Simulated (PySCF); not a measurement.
C₅H₁₁NSi: full NMR table

```yaml
Formula: C5H11NSi
SMILES: C=C1CC[C@H]1N[SiH3]
InChI: InChI=1S/C5H11NSi/c1-4-2-3-5(4)6-7/h5-6H,1-3H2,7H3/t5-/m1/s1
Point_group_of_the_computed_structure: C1
Degrees_of_unsaturation: 2
Carbon_signals: 5
Proton_signals: 9
```

Mapped SMILES: `[CH2:1]=[C:2]1[CH2:3][CH2:4][C@H:5]1[NH:6][SiH3:7]` (H(Xn): hydrogen on atom n). Ha(C1) is cis to C3; Ha(C3), Ha(C4) are cis to N6 on the ring; Hb(C1) is trans to C3; Hb(C3), Hb(C4) are trans to N6 on the ring.

[PySCF: GFN2-xTB geometry; σ from GIAO-PBE0/pcSseg-1; equivalent nuclei averaged; isolated molecule; non-relativistic Hamiltonian; one conformer]

Scale: $^{1}$H (σ = 31.72 ppm), $^{13}$C (σ = 186.93 ppm), $^{29}$Si (σ = 349.16 ppm) against TMS; $^{15}$N (σ = 267.73 ppm) vs NH3 (reference shieldings calculated alike).

| carbon | δC, type | δH (multiplicity) | HMBC from (2–3 bonds) | span of the C tensor (ppm) |
| --- | --- | --- | --- | --- |
| C1 | 114.0, CH2 | Hb(C1) 5.63 (br s); Ha(C1) 5.30 (br s) | H(C5), Hb(C3), Ha(C3) | 204 |
| C2 | 168.9, C | – | Hb(C1), Ha(C1), H(C5), Hb(C4), Hb(C3), Ha(C3), Ha(C4) | 223 |
| C3 | 26.0, CH2 | Ha(C3) 2.48 (m); Hb(C3) 2.49 (m) | Hb(C1), Ha(C1), H(C5), Hb(C4), Ha(C4) | 23 |
| C4 | 31.9, CH2 | Ha(C4) 1.58 (m); Hb(C4) 2.53 (m) | H(C5), Hb(C3), Ha(C3) | 47 |
| C5 | 58.8, CH | 3.68 (m) | Hb(C1), Ha(C1), H(Si7), Hb(C4), Hb(C3), Ha(C3), Ha(C4) | 39 |

Other nuclei:
| atoms | nucleus | environment | δ (ppm) | σ (ppm) |
| --- | --- | --- | --- | --- |
| H(Si7) | $^{1}$H | hydrogen on a silicon bonded to N | 4.75 | 26.97 |
| H(N6) | $^{1}$H | hydrogen on a nitrogen bonded to C, Si | 0.04 | 31.68 |
| Si7 | $^{29}$Si | silicon bonded to N, 3 H | -56.9 | 406.1 |
| N6 | $^{15}$N | nitrogen bonded to C, Si, H | 47.2 | 220.5 |

1. Carbon types of the structure: 1 × C, 1 × CH, 3 × CH2, leaving 4 H on heteroatoms.
2. δC 168.9: fully substituted alkene carbon.
3. δC 114.0: terminal =CH2 carbon; the olefinic region.
4. δC 26.0: allylic sp3 CH2; aliphatic region, no heteroatom directly attached.
5. δH 5.63, 5.30: hydrogen on a terminal =CH2 carbon; attached to an sp2 carbon and in the plane of the double bond.
6. δH 3.68: hydrogen on an allylic sp3 CH bonded to N; its carbon carries N, an electronegative neighbour.

Exchangeable OH/NH protons stand at their gas-phase positions; hydrogen bonding in a real sample shifts them, mostly to higher δ. Shifts are as computed. Against solution values, carbons near 30 ppm lie about +3 ppm off and those near 130 ppm about +5 ppm. Of 1211 compounds with measured shifts, 218 miss one by over three times the rms of a fit or turn the order of signals round; such compounds aren't used in these exercises. Experimental scales use liquid or dissolved standards, which lie at an offset from isolated NH3 (liquid NH3: subtract about 20 ppm). No couplings were computed; multiplicities are counted from neighbouring protons, with m where these are inequivalent, close in shift, in a saturated or five-membered ring or joined by F or P, and br s for small geminal =CH2 splittings.
